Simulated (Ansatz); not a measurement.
Ansatz results at the PBE0-D4/def2-TZVP geometry: size of the dipole moment (B3LYP/def2-TZVPP) 0.51 D; HOMO–LUMO gap (ωB97M-V/def2-TZVPP) 8.44 eV; LUMO energy (PBE0/def2-TZVPP) -1.83 eV.

Each molecule was computed in one conformer, which needn't be the lowest.

Q: Which molecule gave them?
A. `S[SiH]1CC1`
B. `C[Si]SC`
C. `[SiH3]O[Si]S`
D. `C1[SiH2]CS1`

A: B. The others give `C1[SiH2]CS1`: 1.29, 9.98, -0.38; `[SiH3]O[Si]S`: 1.50, 9.08, -1.85; `S[SiH]1CC1`: 0.95, 10.98, 0.17.

B3LYP here is the variant with VWN-RPA as its local correlation; programs differ in this.
